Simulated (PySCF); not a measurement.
`BP[SiH2]O[SiH3]`, BH8OPSi2

Molfile (atoms numbered from 1):
```
BH8OPSi2
     RDKit          3D

 13 12  0  0  0  0  0  0  0  0999 V2000
    2.9249    0.2705    0.3668 B   0  0  0  0  0  0  0  0  0  0  0  0
    1.2401    0.9057   -0.0438 P   0  0  0  0  0  0  0  0  0  0  0  0
    0.0960   -0.7729   -0.9883 Si  0  0  0  0  0  4  0  0  0  0  0  0
   -1.5301   -0.4783   -0.9011 O   0  0  0  0  0  0  0  0  0  0  0  0
   -2.7107    0.1017    0.1171 Si  0  0  0  0  0  4  0  0  0  0  0  0
    3.8904    0.9824    0.2453 H   0  0  0  0  0  0  0  0  0  0  0  0
    3.0154   -0.8193    0.8774 H   0  0  0  0  0  0  0  0  0  0  0  0
    1.3735    1.9134   -1.0327 H   0  0  0  0  0  0  0  0  0  0  0  0
    0.4346   -0.9433   -2.4273 H   0  0  0  0  0  0  0  0  0  0  0  0
    0.4668   -1.9822   -0.1981 H   0  0  0  0  0  0  0  0  0  0  0  0
   -3.9821    0.1769   -0.6539 H   0  0  0  0  0  0  0  0  0  0  0  0
   -2.3379    1.4604    0.6119 H   0  0  0  0  0  0  0  0  0  0  0  0
   -2.8818   -0.8159    1.2829 H   0  0  0  0  0  0  0  0  0  0  0  0
  1  2  1  0
  2  3  1  0
  3  4  1  0
  4  5  1  0
  1  6  1  0
  1  7  1  0
  2  8  1  0
  3  9  1  0
  3 10  1  0
  5 11  1  0
  5 12  1  0
  5 13  1  0
M  END
```

Computed with GIAO wB97X-D/pcSseg-1 magnetisability, rotational g tensor and spin-rotation constants, non-relativistic, gas phase (PySCF 2.14.0). Geometry: PBE0-D3(BJ)/def2-SVP.

Task: Give the nuclear spin-rotation constants along the inertial axes (H = +C I·J) beside the isotropic shieldings.

Result: Rotational constants 5.3487, 1.0979, 0.9750 GHz. A star marks the isotopologue with that one atom substituted, in its own axes.
```
atom  isotope  Caa (kHz)  Cbb (kHz)  Ccc (kHz)  mean (kHz)  σ (ppm)
  B1      11B      2.342      0.216      0.408       0.989     23.0
  P2      31P      6.427      1.347      1.463       3.079    430.7
  H6       1H      0.336     -0.081     -0.048       0.069     23.4
  H7       1H     -0.406     -0.064      0.070      -0.134     23.5
  H8       1H     -0.521     -0.111      0.036      -0.198     27.4
  H9       1H     -0.469     -0.013     -0.016      -0.166     25.9
 H10       1H     -0.447     -0.074      0.037      -0.162     25.8
 H11       1H      0.087     -0.093     -0.053      -0.020     26.5
 H12       1H     -0.342      0.022     -0.073      -0.131     26.3
 H13       1H     -0.429     -0.098      0.047      -0.160     26.4
 Si3    29Si*     -2.870     -0.679     -0.640      -1.396    372.3
  O4     17O*     -0.513     -0.069     -0.036      -0.206    317.6
 Si5    29Si*     -3.067     -0.612     -0.594      -1.425    389.9
```
For the geometry as given, no vibrational averaging.
